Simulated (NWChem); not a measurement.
System: C4H3B; SMILES C(BC#C)#C

NWChem printed, in part:

```
             Northwest Computational Chemistry Package (NWChem) 7.3.0
             --------------------------------------------------------

 C2V symmetry detected

                             Geometry "geometry" -> ""
                             -------------------------

 Output coordinates in angstroms (scale by  1.889725989 to convert to a.u.)

  No.       Tag          Charge          X              Y              Z
 ---- ---------------- ---------- -------------- -------------- --------------
    1 B                    5.0000     0.00000000     0.00000000    -0.84604550
    2 C                    6.0000     1.32315500     0.00000000    -0.10681350
    3 C                    6.0000     2.39912600     0.00000000     0.46775650
    4 H                    1.0000     3.34686900     0.00000000     0.97689850
    5 C                    6.0000    -1.32315500     0.00000000    -0.10681350
    6 C                    6.0000    -2.39912600     0.00000000     0.46775650
    7 H                    1.0000    -3.34686900     0.00000000     0.97689850
    8 H                    1.0000     0.00000000     0.00000000    -2.05488550

 Effective nuclear repulsion energy (a.u.)     104.5826881833

      Symmetry information
      --------------------

 Group name             C2v
 Group number             16
 Group order               4
 No. of unique centers     5

  pbe96 is a nonlocal functional; adding pw91lda local functional.

                                 NWChem DFT Module
                                 -----------------

 Summary of "ao basis" -> "ao basis" (spherical)
 ------------------------------------------------------------------------------
       Tag                 Description            Shells   Functions and Types
 ---------------- ------------------------------  ------  ---------------------
 B                          def2-svp                 6       14   3s2p1d
 C                          def2-svp                 6       14   3s2p1d
 H                          def2-svp                 3        5   2s1p

      Symmetry analysis of basis
      --------------------------

        a1         34
        a2         10
        b1         28
        b2         13

            General Information
            -------------------
          SCF calculation type: DFT
          Wavefunction type:  closed shell.
          No. of atoms     :     8
          No. of electrons :    32
           Alpha electrons :    16
            Beta electrons :    16
          Charge           :     0
          Spin multiplicity:     1
          Use of symmetry is: on ; symmetry adaption is: on
          Maximum number of iterations: 150
          AO basis - number of functions:    85
                     number of shells:    39
          Convergence on energy requested:  1.00D-06
          Convergence on density requested:  1.00D-05
          Convergence on gradient requested:  5.00D-04

              XC Information
              --------------
                     Hartree-Fock (Exact) Exchange  1.000
                     LC-wPBE(h)Exchange Functional  1.000
            Perdew 1991 LDA Correlation Functional  1.000 local
           PerdewBurkeErnz. Correlation Functional  1.000 non-local

           Range-Separation Parameters
           ---------------------------
           Alpha           :  0.00
           Beta            :  1.00
           Gamma           :  0.60
           Short-Range HF  :     F

             Grid Information
             ----------------
          Grid used for XC integration:  medium
          Radial quadrature: Mura-Knowles
          Angular quadrature: Lebedev.
          Tag              B.-S. Rad. Rad. Pts. Rad. Cut. Ang. Pts.
          ---              ---------- --------- --------- ---------
          B                   0.85       49          10.0       434
          C                   0.70       49          13.0       434
          H                   0.35       45          15.0       434
          Grid pruning is: on
          Number of quadrature shells:   237
          Spatial weights used:  Erf1

      Superposition of Atomic Density Guess
      -------------------------------------

 Sum of atomic energies:        -176.50107382

      Non-variational initial energy
      ------------------------------

 Total energy =    -178.862780
 1-e energy   =    -441.600727
 2-e energy   =     158.155259
 HOMO         =      -0.339737
 LUMO         =      -0.099625

      Symmetry analysis of molecular orbitals - initial
      -------------------------------------------------

  Numbering of irreducible representations:

     1 a1          2 a2          3 b1          4 b2

  Orbital symmetries:

     1 a1          2 b1          3 a1          4 b1          5 a1
     6 a1          7 b1          8 a1          9 b1         10 a1
    11 b1         12 a1         13 b2         14 a2         15 b1
    16 a1         17 b2         18 a1         19 a2         20 b1
    21 a1         22 b1         23 b2         24 a1         25 b1
    26 a1

   convergence    iter        energy       DeltaE   RMS-Dens  Diis-err
 ---------------- ----- ----------------- --------- --------- ---------
 d= 0,ls=0.0,diis     1   -178.5695865574 -2.83D+02  7.98D-03  4.26D-01
 d= 0,ls=0.0,diis     2   -178.6229187582 -5.33D-02  3.59D-03  6.21D-02
 d= 0,ls=0.0,diis     3   -178.6275121700 -4.59D-03  1.39D-03  3.10D-02
 d= 0,ls=0.0,diis     4   -178.6314710214 -3.96D-03  4.47D-04  1.05D-03
 d= 0,ls=0.0,diis     5   -178.6316433669 -1.72D-04  1.47D-04  3.68D-05
  Resetting Diis
 d= 0,ls=0.0,diis     6   -178.6316584115 -1.50D-05  4.50D-05  4.07D-06
 d= 0,ls=0.0,diis     7   -178.6316606912 -2.28D-06  1.20D-05  5.58D-07
 d= 0,ls=0.0,diis     8   -178.6316610070 -3.16D-07  8.04D-06  2.11D-07

         Total DFT energy =     -178.631661006974
      One electron energy =     -445.640203393687
           Coulomb energy =      188.902804864243
    Exchange-Corr. energy =      -26.476950660812
 Nuclear repulsion energy =      104.582688183282

 Numeric. integr. density =       31.999997398534

                  Occupations of the irreducible representations
                  ----------------------------------------------

                     irrep           alpha         beta
                     --------     --------     --------
                     a1                8.0          8.0
                     a2                1.0          1.0
                     b1                6.0          6.0
                     b2                1.0          1.0

                       DFT Final Molecular Orbital Analysis
                       ------------------------------------

 Vector   14  Occ=2.000000D+00  E=-4.279455D-01  Symmetry=a2
              MO Center=  6.2D-14,  1.2D-14,  1.7D-01, r^2= 4.7D+00
   Bfn.  Coefficient  Atom+Function         Bfn.  Coefficient  Atom+Function
  ----- ------------  ---------------      ----- ------------  ---------------
    19      0.305092  2 C  py                52     -0.305092  5 C  py
    33      0.297547  3 C  py                66     -0.297547  6 C  py
    22      0.190294  2 C  py                55     -0.190294  5 C  py
    36      0.168979  3 C  py                69     -0.168979  6 C  py

 Vector   15  Occ=2.000000D+00  E=-4.274304D-01  Symmetry=b1
              MO Center=  1.6D-15, -1.2D-14,  2.3D-01, r^2= 4.9D+00
   Bfn.  Coefficient  Atom+Function         Bfn.  Coefficient  Atom+Function
  ----- ------------  ---------------      ----- ------------  ---------------
    34      0.291448  3 C  pz                67     -0.291448  6 C  pz
    20      0.224615  2 C  pz                53     -0.224615  5 C  pz
    18     -0.186395  2 C  px                51     -0.186395  5 C  px
    37      0.172247  3 C  pz                70     -0.172247  6 C  pz
    32     -0.132805  3 C  px                65     -0.132805  6 C  px

 Vector   16  Occ=2.000000D+00  E=-4.244786D-01  Symmetry=a1
              MO Center=  1.3D-15, -4.2D-16, -1.2D-01, r^2= 4.9D+00
   Bfn.  Coefficient  Atom+Function         Bfn.  Coefficient  Atom+Function
  ----- ------------  ---------------      ----- ------------  ---------------
    20      0.258411  2 C  pz                53      0.258411  5 C  pz
    34      0.247819  3 C  pz                67      0.247819  6 C  pz
    81      0.198761  8 H  s                  6      0.164311  1 B  pz
    32     -0.160562  3 C  px                65      0.160562  6 C  px
    37      0.153865  3 C  pz                70      0.153865  6 C  pz

 Vector   17  Occ=0.000000D+00  E=-7.575882D-03  Symmetry=b2
              MO Center= -1.4D-15, -9.1D-17, -3.2D-01, r^2= 4.3D+00
   Bfn.  Coefficient  Atom+Function         Bfn.  Coefficient  Atom+Function
  ----- ------------  ---------------      ----- ------------  ---------------
     5      0.424801  1 B  py                 8     -0.423711  1 B  py
    36      0.298592  3 C  py                69      0.298592  6 C  py
    33      0.260526  3 C  py                66      0.260526  6 C  py
    22     -0.075514  2 C  py                55     -0.075514  5 C  py
    19     -0.059986  2 C  py                52     -0.059986  5 C  py

 Vector   18  Occ=0.000000D+00  E= 1.174362D-01  Symmetry=a1
              MO Center= -3.1D-14, -3.5D-16, -5.0D-02, r^2= 5.5D+00
   Bfn.  Coefficient  Atom+Function         Bfn.  Coefficient  Atom+Function
  ----- ------------  ---------------      ----- ------------  ---------------
    82      0.572605  8 H  s                 23      0.402746  2 C  pz
    56      0.402746  5 C  pz                37     -0.393943  3 C  pz
    70     -0.393943  6 C  pz                 9      0.304599  1 B  pz
    35      0.250339  3 C  px                68     -0.250339  6 C  px
    20      0.245416  2 C  pz                53      0.245416  5 C  pz

 Vector   19  Occ=0.000000D+00  E= 1.548007D-01  Symmetry=a2
              MO Center= -5.0D-15,  4.9D-16,  1.9D-01, r^2= 5.8D+00
   Bfn.  Coefficient  Atom+Function         Bfn.  Coefficient  Atom+Function
  ----- ------------  ---------------      ----- ------------  ---------------
    36     -0.551481  3 C  py                69      0.551481  6 C  py
    22      0.540450  2 C  py                55     -0.540450  5 C  py
    19      0.300626  2 C  py                52     -0.300626  5 C  py
    33     -0.276191  3 C  py                66      0.276191  6 C  py
    10      0.053803  1 B  d -2

     Multipole analysis of the density
     ---------------------------------

     L   x y z        total         alpha         beta         nuclear
     -   - - -        -----         -----         ----         -------
     0   0 0 0     -0.000000    -16.000000    -16.000000     32.000000

     1   1 0 0      0.000000      0.000000      0.000000      0.000000
     1   0 1 0     -0.000000     -0.000000     -0.000000      0.000000
     1   0 0 1      0.321806      0.160903      0.160903     -0.000000

     2   2 0 0    -13.660933   -207.669982   -207.669982    401.679030
     2   1 1 0      0.000000      0.000000      0.000000      0.000000
     2   1 0 1     -0.000000     -0.000000     -0.000000      0.000000
     2   0 2 0    -22.212490    -11.106245    -11.106245      0.000000
     2   0 1 1     -0.000000     -0.000000     -0.000000      0.000000
     2   0 0 2    -21.583206    -33.061910    -33.061910     44.540614

                                 NWChem DFT Module
                                 -----------------

      Symmetry analysis of basis
      --------------------------

        a1         34
        a2         10
        b1         28
        b2         13

            General Information
            -------------------
          SCF calculation type: DFT
          Wavefunction type:  spin polarized.
          No. of atoms     :     8
          No. of electrons :    31
           Alpha electrons :    16
            Beta electrons :    15
          Charge           :     1
          Spin multiplicity:     2
          Use of symmetry is: on ; symmetry adaption is: on
          Maximum number of iterations: 150
          This is a Direct SCF calculation.
          AO basis - number of functions:    85
                     number of shells:    39
          Convergence on energy requested:  1.00D-06
          Convergence on density requested:  1.00D-05
          Convergence on gradient requested:  5.00D-04

              XC Information
              --------------
                     Hartree-Fock (Exact) Exchange  1.000
                     LC-wPBE(h)Exchange Functional  1.000
            Perdew 1991 LDA Correlation Functional  1.000 local
           PerdewBurkeErnz. Correlation Functional  1.000 non-local

           Range-Separation Parameters
           ---------------------------
           Alpha           :  0.00
           Beta            :  1.00
           Gamma           :  0.60
           Short-Range HF  :     F

             Grid Information
             ----------------
          Grid used for XC integration:  medium
          Radial quadrature: Mura-Knowles
          Angular quadrature: Lebedev.
          Tag              B.-S. Rad. Rad. Pts. Rad. Cut. Ang. Pts.
          ---              ---------- --------- --------- ---------
          B                   0.85       49          10.0       434
          C                   0.70       49          13.0       434
          H                   0.35       45          15.0       434
          Grid pruning is: on
          Number of quadrature shells:   237
          Spatial weights used:  Erf1

      Superposition of Atomic Density Guess
      -------------------------------------

 Sum of atomic energies:        -176.50107382

 Renormalizing density from      32.00 to     31

      Non-variational initial energy
      ------------------------------

 Total energy =    -174.793013
 1-e energy   =    -427.800704
 2-e energy   =     148.425003
 HOMO         =      -0.615900
 LUMO         =      -0.370263

   Symmetry analysis of molecular orbitals - initial alpha
   -------------------------------------------------------

  Numbering of irreducible representations:

     1 a1          2 a2          3 b1          4 b2

  Orbital symmetries:

     1 a1          2 b1          3 b1          4 a1          5 a1
     6 a1          7 b1          8 a1          9 b1         10 a1
    11 b1         12 a1         13 b2         14 a2         15 b1
    16 a1         17 b2         18 a1         19 a2         20 b1
    21 b2         22 a1         23 b1         24 a1         25 a1
    26 b1

   Symmetry analysis of molecular orbitals - initial beta
   ------------------------------------------------------

  Numbering of irreducible representations:

     1 a1          2 a2          3 b1          4 b2

  Orbital symmetries:

     1 a1          2 b1          3 b1          4 a1          5 a1
     6 a1          7 b1          8 a1          9 b1         10 a1
    11 b1         12 a1         13 b2         14 a2         15 b1
    16 a1         17 b2         18 a1         19 a2         20 b1
    21 b2         22 a1         23 b1         24 a1         25 a1
    26 b1

[...]
```

Level: LC-wPBE (HJS exchange hole, range parameter 0.6 per bohr)/def2-SVP, vertical spin-unrestricted ions. The geometry was optimised at PBE0/def2-SVP.

### Question
Which NWChem input produces such a log?

### Answer
One answer among several that fit: the input that was run:
```
start job
memory heap 200 mb stack 900 mb global 1100 mb
geometry units angstroms noautoz
  B      0.000000     0.000000    -0.837757
  C      1.323155     0.000000    -0.098525
  C      2.399126     0.000000     0.476045
  H      3.346869     0.000000     0.985187
  C     -1.323155     0.000000    -0.098525
  C     -2.399126     0.000000     0.476045
  H     -3.346869     0.000000     0.985187
  H      0.000000     0.000000    -2.046597
end
basis spherical
  * library def2-svp
end
dft
  xc xwpbe 1.00 cpbe96 1.0 hfexch 1.00
  cam 0.6 cam_alpha 0.0 cam_beta 1.0
  iterations 150
  vectors input atomic output neutral.movecs
end
task dft energy
charge 1
dft
  odft
  mult 2
  vectors input atomic output cation.movecs
end
task dft energy
```
